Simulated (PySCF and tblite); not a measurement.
Results of a calculation; reference values are marked as such.
System: C₄H₁₁NOSi, numbered as in [CH3:1][CH2:2][N:3]([CH3:4])[C:5](=[O:6])[SiH3:7].

Motion: rotation about the C2–N3 bond (torsion C1–C2–N3–C4 from 81° to -81°, falling). GFN2-xTB gives an electronic barrier of 3.6 kcal/mol.

Problem. What does BP86/pcSseg-1 + D3(BJ), IEF-PCM chloroform give on GFN2-xTB geometries?

Solution. A barrier of 4.0 kcal/mol, 0.4 above the tight-binding barrier (from unrounded values) and, with GFN2-xTB thermal terms, ΔG‡(298 K) = 4.6 kcal/mol and k = 2.5×10⁹ s⁻¹ (1 equivalent path).

Programs: tblite and PySCF.
